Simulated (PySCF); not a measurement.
C5H8Si, SMILES C#C[C@@H]1C[C@@H]1[SiH3]. The structure is a stationary point at ωB97X-D3(BJ)/def2-SVP. The structure was generated by enumeration; whether it is a known compound was not checked.

Computed equilibrium geometry at ωB97X-D3(BJ)/def2-SVP (PySCF confirms it by a frequency run) as a Z-matrix:
```
C
H 1 1.0962
C 1 1.5073 2 115.44
H 3 1.0937 1 118.42 2 2.93
H 3 1.0943 4 114.68 1 -147.14
C 3 1.5064 4 117.25 5 -143.23
H 6 1.0951 3 116.52 4 -2.77
C 6 1.4518 7 114.12 3 -147.16
C 8 1.2098 7 152.93 6 177.99
H 9 1.0758 7 162.56 6 178.85
Si 1 1.8758 2 115.05 6 -145.52
H 11 1.4901 1 110.04 2 -164.67
H 11 1.4917 12 109.66 1 122.52
H 11 1.4941 12 108.75 13 118.40
```
